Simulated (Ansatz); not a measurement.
`C[NH][Al]([Cl])[Cl]` → `[Cl][AlH][Cl]` + `C=N`  (β-hydride elimination)

Computed with Ansatz on PBE0-D4/def2-TZVP structures; ΔE is electronic, products minus reactants. CCSD(T)/CBS is the MP2 limit (def2-TZVPP, def2-QZVPP) plus CCSD(T) − MP2 in def2-TZVPP, frozen cores. This one scheme is used for every species. One conformer a species, not always the lowest.

`C[NH][Al]([Cl])[Cl]`:

Z-matrix (Å, degrees):
```
C
N 1 1.449
H 1 1.095 2 112.0
H 1 1.092 2 109.9 3 -119.2
H 1 1.095 2 112.0 3 121.5
Al 2 1.748 1 128.6 3 119.4
H 2 1.009 1 112.6 3 -60.6
Cl 6 2.083 2 119.8 1 -179.9
Cl 6 2.084 2 120.0 1 0.1
```

`[Cl][AlH][Cl]`:

Cartesian coordinates in Å:
```
Cl -1.003 -1.460 -0.954
Al -0.076 0.113 0.046
Cl 1.979 0.001 0.364
H -0.900 1.345 0.544
```

`C=N`:

```xyz
5

C    -0.339   -0.194    0.001
N     0.437    0.709    0.418
H    -0.095   -0.915   -0.787
H    -1.332   -0.281    0.446
H     1.329    0.681   -0.078
```

```
              species  CCSD(T)/CBS(def2) energy (Eh)
`C[NH][Al]([Cl])[Cl]`                    -1256.91293
      `[Cl][AlH][Cl]`                    -1162.30651
                `C=N`                      -94.52360
```

Work out ΔE.

ΔE = (-1162.30651) + (-94.52360) − (-1256.91293) = 0.08282 Eh = +217.4 kJ/mol.

What do rigid-rotor, harmonic-oscillator terms from PBE0-D4/def2-TZVP frequencies (298.15 K, 1 bar) make of the CCSD(T)/CBS value? (Best estimate.)

The calculation gave: ΔZPE = -21.1 kJ/mol, ΔH = +198.4 kJ/mol, ΔS = 153 J/(mol·K), ΔG = +152.9 kJ/mol.

Largest T1 diagnostic among the species: 0.012.

At CCSD(T), def2-SVP lies −15.0 kJ/mol from the extrapolated value and def2-TZVPP −5.2 kJ/mol. In def2-TZVPP, CCSD(T) changes the Hartree–Fock value by +20.3 kJ/mol (the triples alone add −0.5 kJ/mol) and MP2 by +35.7 kJ/mol. The D4 term adds +14.3 kJ/mol with B3LYP and +7.9 kJ/mol with PBE0; it sums over pairs of atoms, weighted by their polarisabilities, and B3LYP, whose exchange is more repulsive, gets the larger term.

B3LYP here is the variant with VWN-RPA as its local correlation; programs differ in this.
